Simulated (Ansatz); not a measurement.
```yaml
crystal:
  periodic: [false, false, false]
  atoms:
    - {symbol: C, position_ang: [-0.244833, -2.071920, 0.723959]}
    - {symbol: C, position_ang: [-0.303484, -0.670906, 0.047162]}
    - {symbol: C, position_ang: [-1.321162, 0.159143, 0.393315]}
    - {symbol: C, position_ang: [0.956137, 0.056325, 0.085488]}
    - {symbol: Ge, position_ang: [1.178308, 1.895934, -1.021166]}
    - {symbol: Cl, position_ang: [3.102165, 2.221844, -1.557569]}
    - {symbol: Cl, position_ang: [0.263830, 3.409093, 0.006751]}
    - {symbol: Cl, position_ang: [0.072412, 1.619529, -2.835362]}
    - {symbol: H, position_ang: [-1.038490, -2.536271, 0.647485]}
    - {symbol: H, position_ang: [0.030698, -1.875154, 1.700228]}
    - {symbol: H, position_ang: [0.607199, -2.722750, 0.227671]}
    - {symbol: H, position_ang: [-0.493533, -0.784121, -1.203145]}
    - {symbol: H, position_ang: [-1.254964, 0.525836, 1.470890]}
    - {symbol: H, position_ang: [-1.723417, 1.239529, -0.162279]}
    - {symbol: H, position_ang: [-2.290518, -0.565449, 0.316832]}
    - {symbol: H, position_ang: [1.231883, 0.509047, 1.096915]}
    - {symbol: H, position_ang: [1.777406, -0.323678, -0.319743]}
basis:
  gaussian: {orbitals: def2-mTZVP}
hamiltonian: {xc: {name: HF}}
correlation: {method: mp2, frozen_orbitals: {C: 0}}
output: {forces: true}
```

```sh
$ ansatz run in.yaml --threads 5 --pin off --events-out ev --progress --plain --max-ram 66560MiB --backend cpu
```

Output, abridged:

```
Functional definition: HF
Error: "frozen_orbitals" has no count for Ge
```

(1) Something in this input is off. What?

## Answers

(1) Frozen orbitals are typed for one element alone, and the program wants a count for each. The program refused the input.
